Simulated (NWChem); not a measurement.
# Basis-set convergence for C$_{3}$H$_{3}$Cl

SMILES: C(=C)=CCl
```xyz
7

C      2.3161     0.4432     0.0000
C      1.0124     0.5352     0.0000
C     -0.2906     0.6471     0.0000
Cl    -1.3644    -0.7161     0.0000
H      2.8837     0.4030    -0.9366
H      2.8837     0.4030     0.9366
H     -0.7997     1.6150     0.0000
```
Charge 0, spin multiplicity 1.

The numbers come from NWChem runs, not from measurements. Structure: optimised with PBE0/def2-SVP, a minimum by its harmonic frequencies.

Quantity: vertical ionisation energy at the level ΔPBE (Δ: difference of total energies, the cation a doublet at the parent's geometry with its hole in an orbital of symmetry a" (Cs labels); it is the state that the SCF runs reached, from PBE0 orbitals for Hartree-Fock references, and need not be the lowest).

The structure started from a generated list of species. The stability of the SCF solutions was not checked.

The cost column gives rough processor time relative to STO-3G; each entry includes its own SCF.

```json
[
 {"basis": "STO-3G", "functions": "27", "vertical ionisation energy (eV)": "…", "relative cost": "1"},
 {"basis": "3-21G", "functions": "46", "vertical ionisation energy (eV)": "…", "relative cost": "under 3"},
 {"basis": "def2-SVPD", "functions": "111", "vertical ionisation energy (eV)": "…", "relative cost": "6"},
 {"basis": "aug-cc-pVDZ", "functions": "123", "vertical ionisation energy (eV)": "9.38", "relative cost": "7"},
 {"basis": "cc-pVTZ", "functions": "166", "vertical ionisation energy (eV)": "9.36", "relative cost": "10"},
 {"basis": "def2-TZVPP", "functions": "177", "vertical ionisation energy (eV)": "9.36", "relative cost": "20"},
 {"basis": "aug-cc-pVTZ", "functions": "257", "vertical ionisation energy (eV)": "9.38", "relative cost": "200"}
]
```

Problem. Some entries are withheld; supply them.

Solution. 
- STO-3G, vertical ionisation energy (eV): 8.34
- 3-21G, vertical ionisation energy (eV): 9.42
- def2-SVPD, vertical ionisation energy (eV): 9.44
